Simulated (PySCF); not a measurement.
Labels have come off several samples. The candidates:

A. `InChI=1S/C8H11PSi/c10-7-3-4-8(9-5-7)6-1-2-6/h3-6H,1-2H2,10H3`
B. `Fc1c[pH]c2ccccc12`
C. `[SiH3][SiH]([SiH3])c1ccco1`

Spectrum 1. $^{1}$H NMR (400 MHz, computed): δ 8.02 (m, 1H), 8.02 (m, 1H), 7.78 (m, 1H), 7.65 (m, 1H), 6.05 (m, 1H), 5.17 (m, 1H). $^{13}$C{$^{1}$H} NMR (computed): δ 172.3 (C), 145.9 (C), 143.7 (C), 136.4 (CH), 133.1 (CH), 132.2 (CH), 126.5 (CH), 108.4 (CH).

Spectrum 2. $^{1}$H NMR (400 MHz, computed): δ 9.36 (m, 1H), 7.94 (m, 1H), 7.85 (m, 1H), 4.57 (s, 3H), 1.94 (m, 1H), 1.46 (m, 2H), 1.04 (m, 2H). $^{13}$C{$^{1}$H} NMR (computed): δ 193.3 (C), 172.9 (CH), 140.6 (CH), 137.5 (C), 136.0 (CH), 25.9 (CH), 23.4 (CH2).

Spectrum 3. $^{1}$H NMR (400 MHz, computed): δ 7.90 (m, 1H), 7.05 (m, 1H), 6.66 (m, 1H), 4.63 (sept, 1H), 3.57 (d, 6H). $^{13}$C{$^{1}$H} NMR (computed): δ 155.0 (CH), 153.9 (C), 129.4 (CH), 117.2 (CH).

Theoretical values (PySCF 2.14.0 with density-fitted response routines): GFN2-xTB geometry, PBE0/pcSseg-1 with gauge-including orbitals. Gas phase, equivalent nuclei averaged, one computed conformer, non-relativistic.

δ = σ(ref) − σ, references computed at the same level: TMS for $^{1}$H (σ = 31.72 ppm), $^{13}$C (σ = 186.93 ppm). Splittings of carbon signals by F and P are missing where no couplings were computed. Where no couplings were computed, multiplicities follow the n + 1 count of equivalent neighbours, and m marks all less simple cases (inequivalent or close neighbours, rings, F or P nearby). Shifts are as computed. Against solution values, carbons near 30 ppm lie about +3 ppm off and those near 130 ppm about +5 ppm. Of 1211 compounds with measured shifts, 218 miss one by over three times the rms of a fit or turn the order of signals round; such compounds aren't used in these exercises.

Match each spectrum to its structure.

Answers

1–B, 2–A, 3–C.

- Spectrum 1 (B): 8 $^{13}$C signals; δC 136.4 is an aromatic CH; δC 133.1 is an aromatic CH.
- Spectrum 2 (A): 7 $^{13}$C signals; δC 136.0 is an aromatic CH; δC 25.9 is a three-membered-ring carbon.
- Spectrum 3 (C): 4 $^{13}$C signals; δC 129.4 is an aromatic CH; δH 7.90 is the hydrogen on an aromatic CH next to the ring oxygen.
